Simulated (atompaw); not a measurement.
## u(r) = r·R(r): atom against pseudo-atom (zirconium)

Columns: radius, all-electron u(r) and pseudo u(r) of the 5s shell (level -4.63 eV) of zirconium in the configuration [Kr] 4d2 5s1.75 5p0.25; PBE, scalar-relativistic, PAW (atompaw) scheme, atompaw 4.2.0.5.

| r (bohr) | all-electron | pseudo |
| --- | --- | --- |
| 0.115 | -0.1076 | 0.0161 |
| 0.231 | 0.0768 | 0.0327 |
| 0.346 | 0.1675 | 0.0497 |
| 0.462 | 0.0877 | 0.0678 |
| 0.577 | -0.0512 | 0.0868 |
| 0.692 | -0.1734 | 0.1071 |
| 0.808 | -0.2493 | 0.1291 |
| 0.923 | -0.2744 | 0.1523 |
| 1.038 | -0.2573 | 0.1772 |
| 1.154 | -0.2084 | 0.2037 |
| 1.269 | -0.1396 | 0.2313 |
| 1.385 | -0.0592 | 0.2604 |
| 1.500 | 0.0245 | 0.2900 |
| 1.615 | 0.1070 | 0.3203 |
| 1.731 | 0.1858 | 0.3511 |
| 1.846 | 0.2574 | 0.3813 |
| 1.962 | 0.3221 | 0.4113 |
| 2.077 | 0.3783 | 0.4399 |
| 2.192 | 0.4266 | 0.4670 |
| 2.308 | 0.4676 | 0.4924 |
| 2.423 | 0.5012 | 0.5152 |
| 2.538 | 0.5283 | 0.5353 |
| 2.654 | 0.5495 | 0.5524 |
| 2.769 | 0.5652 | 0.5661 |
| 2.885 | 0.5761 | 0.5762 |
| 3.000 | 0.5825 | 0.5825 |

(1) How many radial nodes do the two functions have?

(2) Is the pseudo-wave norm-conserving?

Answers

(1) The all-electron 5s function has n − l − 1 = 4 (the table is too coarse to show those close to the nucleus); the pseudo-wave has 0, since the states of the same l below it are removed with the core.

(2) No, it belongs to a PAW set: the norm inside the radius is not constrained, and the difference is carried by the augmentation charge.
